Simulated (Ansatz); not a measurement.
Reaction R1 + R2 → P1, each structure at its B3LYP-D3(BJ)/def2-TZVP stationary point, reached from a drawn start (curvature not checked).
R1: C atom, charge 0, multiplicity 3.
P1, CH2O (SMILES C=O) (charge 0, multiplicity 1):
```xyz
4

O      0.000     0.000     1.193
C      0.000     0.000    -0.006
H      0.000     0.939    -0.594
H      0.000    -0.939    -0.594
```
R2: H2O (SMILES O), charge 0, multiplicity 1.

P less R. No zero-point or thermal terms; singlets are restricted closed shells; open shells are unrestricted; no spin–orbit coupling.

Frozen-core correlation throughout. CBS: X⁻³ extrapolation of the correlation energy, Hartree–Fock from the larger set.

The values were computed with Ansatz (a quantum-chemistry and plane-wave program) with Gaussian orbitals. No computed number here is a measurement.

The comparison value is -588.8 kJ/mol (CCSD(T)/CBS(cc-pVTZ, cc-pVQZ)). It is a level with limits of its own, not the exact answer.

Task: Order these levels by how close they come to the comparison value for the reaction energy, closest first: revPBE/def2-TZVPP, wB97X-V/def2-TZVPP, B97M-V/def2-TZVPP, wB97M-V/def2-TZVPP, SVWN5/def2-TZVPP. Give each level's value less the comparison value.

Result: wB97M-V/def2-TZVPP (-12.0 kJ/mol), wB97X-V/def2-TZVPP (-14.6 kJ/mol), B97M-V/def2-TZVPP (-17.3 kJ/mol), revPBE/def2-TZVPP (-26.3 kJ/mol), SVWN5/def2-TZVPP (-116.0 kJ/mol)
